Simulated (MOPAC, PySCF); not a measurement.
C₄H₅FSi, SMILES `FC1C=C[SiH2]C=1`, neutral singlet in the gas phase. 

Cartesian coordinates (Å):
SMILES: C1C(F)=C[SiH2]C=1
```xyz
11

F     -2.1452    -1.4936     0.0020
C     -1.0070    -0.7955     0.0061
C      0.2103    -1.3381     0.0805
Si     1.3759     0.1038     0.0452
C     -0.0059     1.3589    -0.0741
C     -1.1525     0.6678    -0.0789
H      0.3724    -2.4043     0.1445
H      2.1955     0.2490     1.2773
H      2.2845     0.1180    -1.1318
H      0.0212     2.4390    -0.1318
H     -2.1492     1.0950    -0.1390
```
Charge 0, multiplicity 1.

All levels are single points at this geometry (PBE0-D3(BJ)/def2-TZVP); Pople sets use spherical d functions. Orbital energies aren't observables, and empty levels follow the basis.

```csv
level,HOMO (eV),LUMO (eV),gap (eV),dipole (D),"vertical IE, Delta-SCF (eV)"
PBE0-D3(BJ)/def2-TZVP in PySCF,-7.00,-1.63,5.37,1.08,8.96
B3LYP/6-311+G** in PySCF,-6.83,-1.87,4.96,1.34,–
SVWN5/6-31G* in PySCF,-5.72,-2.34,3.39,0.88,8.90
HF/3-21G in PySCF,-9.18,2.22,11.41,1.62,–
HF/6-31G* in PySCF,-9.03,2.36,11.39,1.32,–
HF/STO-3G in PySCF,-6.83,6.38,13.22,1.46,–
AM1 in MOPAC,-9.67,-0.25,9.42,1.53,–
PM6 in MOPAC,-9.86,-0.51,9.36,1.36,–
PM7 in MOPAC,-10.05,-0.39,9.66,1.55,–
```
